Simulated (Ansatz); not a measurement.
`C#[C][GeH]([C]#C)[C]#C` + H₂ → `C#[C][GeH2][C]#C` + `C#C` at 600 K and 1 bar (hydrogenolysis of a Ge–C bond).

Program: Ansatz. Geometries: PBE0-D4/def2-TZVP. ΔE: electronic, gas phase. CCSD(T)/CBS adds triple-zeta CCSD(T) − MP2 to the extrapolated MP2 energy (def2 sets, frozen cores). This one scheme is used for every species. For Ge outer-core shells are correlated without core-valence functions, which leaves a few kJ/mol of doubt a bond. Scalar relativity is left out up to krypton.

```csv
species,CCSD(T)/CBS energy (Eh),H − E (kJ/mol),S (J/(mol·K))
`C#[C][GeH]([C]#C)[C]#C`,-2306.64644,247.7,499.0
H₂,-1.17544,43.9,150.8
`C#[C][GeH2][C]#C`,-2230.59633,200.6,425.1
`C#C`,-77.22717,96.2,235.4
```

H − E and S are ideal-gas, rigid-rotor, harmonic terms from PBE0-D4/def2-TZVP. For small species the MP2-based limit differs from directly extrapolated CCSD(T) by up to some mEh (0.8 for H₂); such offsets cancel only in part. 1 Eh = 2625.50 kJ/mol, R = 8.31446 J/(mol·K).

Q: By hand: ΔE, ΔH, ΔS and ΔG.

A: ΔE = (-2230.59633) + (-77.22717) − (-2306.64644) − (-1.17544) = -0.00162 Eh = -4.3 kJ/mol. Δ(H − E) = 200.6 + 96.2 − 247.7 − 43.9 = 5.2, so ΔH = 0.9 kJ/mol. ΔS = 425.1 + 235.4 − 499.0 − 150.8 = 10.7 J/(mol·K). ΔG = 0.9 − 600 × (10.7)/1000 = -5.5 kJ/mol.

Q: By hand: the equilibrium constant, and the temperature at which ΔG would vanish if ΔH and ΔS stayed fixed.

A: log₁₀ K = −ΔG/(RT ln 10) = 0.5. ΔG = 0 at ΔH/ΔS = 84 K, though so small a ΔH makes that figure unsure.

TΔS isn't small against ΔH here. The sign of ΔG lies within the doubt. A doubt of 5 kJ/mol in ΔE shifts log₁₀ K by 0.4 here. These are equilibria of isolated gas molecules and say nothing of rates. Largest T1 diagnostic: 0.013 (customary marks: 0.02 for closed shells, 0.045 for open ones).
